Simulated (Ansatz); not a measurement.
Reactions of `C[Si](S)(Cl)Cl`.

Computed with Ansatz on PBE0-D4/def2-TZVP structures; ΔE is electronic, products minus reactants. CCSD(T)/CBS is the MP2 limit (def2-TZVPP, def2-QZVPP) plus CCSD(T) − MP2 in def2-TZVPP, frozen cores. This one scheme is used for every species, atoms too. DFT in def2-TZVPP. Open shells (•) are unrestricted, without spin–orbit coupling. Spin–orbit coupling would lower the free atoms: a little for C, Cl, S, Si. Each species was taken in one conformer, which may not be the lowest.

| reaction | CCSD(T)/CBS(def2) (kJ/mol) |
| --- | --- |
| `C[Si](S)(Cl)Cl` + `OB(F)O[SiH3]` → `COB(F)O[SiH3]` + `S[SiH](Cl)Cl` | 112 |
| `C[Si](S)(Cl)Cl` → C• + 2 Cl• + 4 H• + S• + Si• | 3132 |
| `C[Si](S)(Cl)Cl` → Cl₂ + `C[Si]S` | ? |
| `C[Si](S)(Cl)Cl` + `N[SiH2]CCl` → `C[Si](N)(S)Cl` + `ClC[SiH2]Cl` | -16 |
| `C[Si](S)(Cl)Cl` + H₂O → `C[Si](O)(S)Cl` + HCl | -9 |

Task: Fill in the missing values. (An estimate is asked.)

Result: The calculation gave: `C[Si](S)(Cl)Cl` → Cl₂ + `C[Si]S`: +546.5 kJ/mol.

Largest T1 diagnostic: 0.014, for `C[Si]S`.
